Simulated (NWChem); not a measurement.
System: C5H8; SMILES CC1=CCC1

```xyz
13

C     -0.0082    -1.9718     0.0000
C      0.0591    -0.4814     0.0000
C      1.0474     0.4290     0.0000
C      0.1174     1.6278     0.0000
C     -1.0436     0.5708     0.0000
H      0.9923    -2.4182     0.0000
H     -0.5480    -2.3457    -0.8810
H     -0.5480    -2.3457     0.8810
H      2.1323     0.3473     0.0000
H      0.1554     2.2689    -0.8898
H      0.1554     2.2689     0.8898
H     -1.6861     0.5893    -0.8899
H     -1.6861     0.5893     0.8899
```
Atoms are numbered in this order, from 1.

Computed with NWChem. Pople sets run with spherical d functions. Geometry: optimised at B3LYP/6-31G* (spherical d). Ions are spin-unrestricted doublets at the neutral geometry; other ion states weren't tried. Functional: LC-ωPBE (HJS hole) with 6-31G*; rows give the range parameter ω in 1/bohr.

At which range parameter does −ε(HOMO) equal the ΔSCF ionisation energy (optimal tuning)?

about 0.34 per bohr, by linear interpolation in these runs:
```csv
range parameter (1/bohr),"vertical ionisation energy, ΔSCF (eV)",−ε(HOMO) (eV),ΔSCF minus −ε(HOMO) (eV)
0.10,8.67,6.85,1.82
0.15,8.70,7.47,1.23
0.40,8.89,9.27,-0.38
0.60,8.89,9.78,-0.89
0.80,8.85,9.97,-1.12
```
